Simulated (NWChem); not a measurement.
Species: CAlClF4; SMILES [F][Al]([Cl])[C](F)(F)F

```xyz
7

Al     0.5050    -0.6144     0.0151
C     -0.2160     1.2590    -0.0340
F     -1.2445     1.3830    -0.8880
F      0.7047     2.1637    -0.3926
F     -0.6708     1.6212     1.1813
Cl    -0.7764    -2.2449     0.0553
F      2.1408    -0.8421     0.0501
```
Atoms are numbered in this order, from 1.

Level: PBE0/def2-SVP (NWChem), optimised geometry, unscaled harmonic frequencies. 

Task: List the harmonic frequencies with IR intensities, and the thermochemistry.

Result: 
| frequency (cm⁻¹) | IR intensity (km/mol) |
|---|---|
| 10 | 0.1 |
| 89 | 4.5 |
| 116 | 14.3 |
| 174 | 14.0 |
| 237 | 4.7 |
| 276 | 47.8 |
| 343 | 20.2 |
| 525 | 1.8 |
| 526 | 0.1 |
| 588 | 163.9 |
| 751 | 6.8 |
| 908 | 119.0 |
| 1150 | 219.2 |
| 1177 | 231.3 |
| 1234 | 178.7 |

```json
{
  "zero_point_energy": "11.6 kcal/mol",
  "thermal correction to the enthalpy at 298.15 K (with zero-point energy)": "17.1 kcal/mol",
  "heat capacity Cv": "24.1 cal/(mol K)",
  "entropy at 298.15 K and 1 atm (symmetry number 1)": "94.2 cal/(mol K)",
  "dipole_moment": "0.67 D"
}
```

Rigid rotor and harmonic oscillator; modes under 100 cm⁻¹ make the entropy uncertain.
